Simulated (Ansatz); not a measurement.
Cartesian coordinates in Å:
```
C -0.118 1.398 1.494
Si 1.201 0.502 0.503
Si 0.305 -0.337 -1.495
Al -1.424 -1.988 -0.985
H -0.516 2.243 0.927
H 0.294 1.780 2.430
H -0.950 0.733 1.734
H 1.743 -0.638 1.299
H 2.340 1.421 0.218
H -0.287 0.822 -2.232
H 1.404 -0.891 -2.339
H -1.222 -3.539 -1.268
H -2.769 -1.507 -0.286
```

Total charge 0; spin multiplicity 1.

Task: List the PBE/def2-TZVPP orbital energies in eV (Ansatz). (Best estimate.)

Result: Computed: Occupied: -1779.44, -1779.18, -1506.83, -268.76, -137.19, -136.98, -107.09, -93.93, -93.92, -93.90, -93.70, -93.70, -93.69, -69.23, -68.96, -68.94, -17.42, -13.47, -11.89, -10.19, -10.07, -9.88, -8.55, -8.16, -7.89, -7.31, -7.11, -6.26. Lowest empty: -2.83, -0.89, -0.44, 0.01, 0.08, 0.29, 0.51, 1.08.
